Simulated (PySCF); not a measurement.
A geometry optimisation, step by step.

C7H14ClN2 (charge +1).
Numbering: `[CH3:1][N:2]([CH3:3])/[C:4]([Cl:5])=[CH:6]/[CH:7]=[N+:8]([CH3:9])[CH3:10]` (hydrogens: H11, H12, H13 on C1; H14, H15, H16 on C3; H17 on C6; H18 on C7; H19, H20, H21 on C9; H22, H23, H24 on C10)
Bond orders are those of one Lewis drawing.

Method: PySCF 2.14.0, PBE0-D3(BJ)/def2-SVP geometry optimisation, gas phase; density fitting, grid level 2; the optimiser is geomeTRIC in internal coordinates, started from a GFN2-xTB structure. 6 of its 8 geometries are shown. The frame can shift and turn from step to step; on so coarse a grid that alone can change the energy by a few meV, and forces under 0.02 eV/Å are noise.

Step 0: E = -22956.4342 eV, largest atomic force 0.493 eV/Å
```
atom  x, y, z in Å  |  force x, y, z in eV/Å
C1      3.614   -0.821   -0.553    0.091  -0.180  -0.064
N2      2.390   -0.099   -0.284   -0.011  -0.116  -0.055
C3      2.514    1.312    0.019   -0.195  -0.047   0.037
C4      1.197   -0.674   -0.346    0.072  -0.187  -0.037
Cl5     1.155   -2.304   -0.898    0.012   0.073   0.029
C6      0.005   -0.043    0.004   -0.060  -0.009  -0.014
C7     -1.237   -0.646   -0.118    0.039   0.114   0.016
N8     -2.387   -0.113    0.222   -0.042   0.051   0.037
C9     -3.631   -0.819    0.047   -0.097  -0.062  -0.017
C10    -2.480    1.213    0.791    0.149  -0.055  -0.048
H11     3.550   -1.843   -0.186    0.005  -0.248   0.091
H12     4.440   -0.327   -0.048    0.203   0.175   0.164
H13     3.821   -0.848   -1.626    0.097  -0.006  -0.319
H14     2.313    1.506    1.074   -0.066   0.079   0.341
H15     3.527    1.637   -0.204    0.289   0.057  -0.075
H16     1.828    1.899   -0.592   -0.225   0.187  -0.185
H17     0.065    0.954    0.405    0.093   0.453   0.171
H18    -1.284   -1.645   -0.530   -0.097  -0.412  -0.156
H19    -4.133   -0.937    1.009   -0.148  -0.057   0.277
H20    -4.290   -0.257   -0.617   -0.198   0.144  -0.207
H21    -3.460   -1.804   -0.381    0.098  -0.290  -0.131
H22    -2.094    1.959    0.094    0.116   0.253  -0.232
H23    -1.913    1.274    1.721    0.175   0.022   0.314
H24    -3.519    1.445    1.004   -0.301   0.063   0.063
```

Step 1: E = -22956.4744 eV, largest atomic force 0.343 eV/Å
```
atom  x, y, z in Å  |  force x, y, z in eV/Å
C1      3.391    0.128    0.475    0.032   0.020  -0.008
N2      2.155    0.849    0.756   -0.112   0.051   0.053
C3      2.258    2.269    1.062    0.060   0.035  -0.004
C4      0.955    0.282    0.724    0.087   0.143   0.023
Cl5     0.900   -1.345    0.213   -0.009  -0.326  -0.108
C6     -0.238    0.932    1.071    0.043   0.101   0.044
C7     -1.484    0.326    0.947   -0.056  -0.071  -0.016
N8     -2.639    0.866    1.280    0.031   0.004  -0.008
C9     -3.888    0.148    1.099   -0.025   0.003   0.006
C10    -2.710    2.203    1.840   -0.037   0.031   0.022
H11     3.333   -0.906    0.831   -0.013   0.002   0.008
H12     4.211    0.632    1.001   -0.005  -0.010  -0.004
H13     3.608    0.122   -0.605   -0.001   0.008   0.001
H14     2.049    2.464    2.126   -0.002  -0.007  -0.014
H15     3.278    2.602    0.841   -0.020   0.005   0.008
H16     1.564    2.853    0.440    0.007  -0.012   0.007
H17    -0.163    1.944    1.463   -0.014  -0.023  -0.021
H18    -1.544   -0.689    0.539    0.012   0.060   0.025
H19    -4.397    0.023    2.067    0.000  -0.007   0.001
H20    -4.552    0.708    0.424    0.001  -0.005  -0.007
H21    -3.695   -0.841    0.668    0.006   0.008   0.003
H22    -2.320    2.947    1.128    0.000  -0.013   0.001
H23    -2.135    2.265    2.777   -0.002  -0.004  -0.012
H24    -3.756    2.448    2.058    0.016   0.005   0.000
```

Step 3: E = -22956.4771 eV, largest atomic force 0.062 eV/Å
```
atom  x, y, z in Å  |  force x, y, z in eV/Å
C1      3.395    0.140    0.474    0.009  -0.019  -0.010
N2      2.151    0.846    0.756    0.009  -0.016   0.005
C3      2.247    2.265    1.074   -0.008   0.004  -0.006
C4      0.958    0.267    0.712   -0.031   0.048   0.024
Cl5     0.913   -1.368    0.187   -0.012   0.017   0.003
C6     -0.236    0.915    1.062    0.006   0.003   0.003
C7     -1.488    0.316    0.947    0.021  -0.013  -0.007
N8     -2.638    0.867    1.281    0.003  -0.007  -0.003
C9     -3.892    0.154    1.111   -0.008   0.002   0.003
C10    -2.700    2.211    1.829    0.004   0.002   0.000
H11     3.341   -0.899    0.818   -0.001   0.001  -0.005
H12     4.209    0.643    1.008    0.000  -0.004   0.004
H13     3.617    0.148   -0.606    0.001   0.004   0.001
H14     2.031    2.448    2.139   -0.005  -0.002   0.001
H15     3.265    2.607    0.862    0.001  -0.009  -0.002
H16     1.552    2.849    0.455    0.000   0.003  -0.001
H17    -0.160    1.928    1.450    0.002   0.003  -0.003
H18    -1.555   -0.699    0.547    0.005  -0.013  -0.002
H19    -4.398    0.039    2.081    0.002   0.000   0.000
H20    -4.556    0.710    0.431    0.002   0.000  -0.002
H21    -3.703   -0.840    0.688   -0.001  -0.002   0.000
H22    -2.308    2.944    1.107    0.002   0.001  -0.001
H23    -2.120    2.277    2.762    0.001   0.001   0.001
H24    -3.743    2.465    2.049   -0.001  -0.005  -0.001
```

Step 4: E = -22956.4751 eV, largest atomic force 0.128 eV/Å
```
atom  x, y, z in Å  |  force x, y, z in eV/Å
C1      3.386    0.127    0.467   -0.009  -0.010  -0.013
N2      2.152    0.848    0.757    0.015  -0.065  -0.011
C3      2.266    2.265    1.078   -0.010   0.005  -0.002
C4      0.950    0.285    0.718    0.030   0.094   0.029
Cl5     0.871   -1.347    0.190    0.126  -0.019  -0.014
C6     -0.234    0.946    1.072   -0.029  -0.075  -0.025
C7     -1.478    0.332    0.954   -0.109   0.055   0.031
N8     -2.636    0.868    1.281    0.007   0.005   0.001
C9     -3.881    0.139    1.109    0.004  -0.001  -0.001
C10    -2.719    2.212    1.825   -0.002   0.005   0.002
H11     3.321   -0.912    0.807   -0.010  -0.007  -0.004
H12     4.208    0.618    1.001   -0.001  -0.005   0.005
H13     3.604    0.138   -0.613    0.002   0.005   0.001
H14     2.056    2.449    2.143   -0.003   0.000  -0.001
H15     3.288    2.593    0.862    0.000   0.000   0.001
H16     1.577    2.860    0.462    0.001   0.001  -0.001
H17    -0.158    1.959    1.459   -0.005  -0.008  -0.006
H18    -1.530   -0.686    0.556   -0.010   0.021   0.009
H19    -4.389    0.021    2.079    0.001   0.000   0.000
H20    -4.549    0.684    0.425    0.001  -0.001  -0.001
H21    -3.679   -0.855    0.691    0.001  -0.001   0.000
H22    -2.333    2.948    1.102    0.001  -0.002   0.000
H23    -2.142    2.289    2.760    0.000   0.000  -0.001
H24    -3.765    2.452    2.041    0.001   0.003   0.001
```

Step 6: E = -22956.4776 eV, largest atomic force 0.029 eV/Å
```
atom  x, y, z in Å  |  force x, y, z in eV/Å
C1      3.392    0.133    0.469    0.002   0.009  -0.004
N2      2.153    0.848    0.757   -0.011  -0.002   0.011
C3      2.257    2.265    1.079    0.007   0.005  -0.003
C4      0.956    0.278    0.715    0.014  -0.012  -0.002
Cl5     0.904   -1.355    0.186   -0.015  -0.024  -0.008
C6     -0.237    0.927    1.065    0.005   0.014   0.004
C7     -1.486    0.322    0.950   -0.005  -0.012  -0.003
N8     -2.639    0.867    1.281    0.006   0.005   0.001
C9     -3.890    0.147    1.113    0.002  -0.002  -0.001
C10    -2.709    2.212    1.824   -0.004   0.004   0.002
H11     3.330   -0.906    0.808   -0.002   0.001  -0.002
H12     4.210    0.627    1.005   -0.002   0.001   0.004
H13     3.612    0.146   -0.611    0.000   0.004   0.000
H14     2.043    2.447    2.144   -0.002   0.000  -0.002
H15     3.278    2.600    0.866    0.000   0.003   0.003
H16     1.565    2.856    0.462    0.003   0.000  -0.002
H17    -0.163    1.941    1.452    0.000   0.003  -0.002
H18    -1.546   -0.696    0.553    0.001   0.002   0.002
H19    -4.395    0.033    2.084    0.001   0.000   0.000
H20    -4.555    0.697    0.430    0.001   0.000  -0.001
H21    -3.696   -0.848    0.694    0.001   0.000   0.001
H22    -2.320    2.944    1.099    0.000  -0.001   0.001
H23    -2.129    2.284    2.757   -0.001   0.000  -0.001
H24    -3.753    2.460    2.043    0.001   0.001   0.001
```

Step 7: E = -22956.4777 eV, largest atomic force 0.022 eV/Å
```
atom  x, y, z in Å  |  force x, y, z in eV/Å
C1      3.392    0.135    0.467   -0.001  -0.001  -0.003
N2      2.152    0.847    0.757    0.007  -0.004   0.003
C3      2.256    2.263    1.084   -0.005   0.000  -0.004
C4      0.955    0.276    0.712   -0.003  -0.005   0.006
Cl5     0.903   -1.357    0.179   -0.010   0.018   0.006
C6     -0.237    0.926    1.063    0.003  -0.012  -0.007
C7     -1.486    0.321    0.951    0.013   0.015   0.005
N8     -2.638    0.868    1.281   -0.003  -0.012  -0.004
C9     -3.888    0.146    1.117   -0.006   0.005   0.003
C10    -2.708    2.215    1.819    0.003  -0.004  -0.003
H11     3.329   -0.907    0.799    0.000   0.001  -0.004
H12     4.208    0.626    1.008    0.000  -0.002   0.004
H13     3.614    0.156   -0.612    0.002   0.003   0.000
H14     2.039    2.441    2.150   -0.003   0.000   0.000
H15     3.277    2.599    0.874    0.001  -0.001   0.001
H16     1.566    2.856    0.467    0.002   0.002  -0.003
H17    -0.162    1.940    1.447    0.001   0.001  -0.001
H18    -1.547   -0.698    0.558    0.000  -0.004  -0.001
H19    -4.394    0.036    2.088   -0.001   0.000  -0.001
H20    -4.555    0.693    0.432   -0.001   0.000   0.000
H21    -3.694   -0.850    0.702   -0.001   0.000   0.001
H22    -2.320    2.945    1.091    0.001   0.000   0.000
H23    -2.127    2.292    2.751    0.000   0.000   0.001
H24    -3.752    2.465    2.038   -0.001  -0.001   0.000
```

**Question.** Summarise the path.

**Answer.** The energy falls by 1.00 kcal/mol from step 0 to step 7; nine tenths of that is first reached at step 1. It rises by more than 0.2 meV at steps 2 and 4. The largest force goes from 0.493 to 0.022 eV/Å. Among the bonds C1–N2 changes most (a near tie, within 0.001 Å, with another), from 1.446 to 1.458 Å; the atoms move by 0.038 Å rms after alignment.

The cost below is that of the whole optimisation. On Arm Neoverse V1, one thread, on a shared host, this took 3.7 min and 1.1 GiB of memory at its peak.
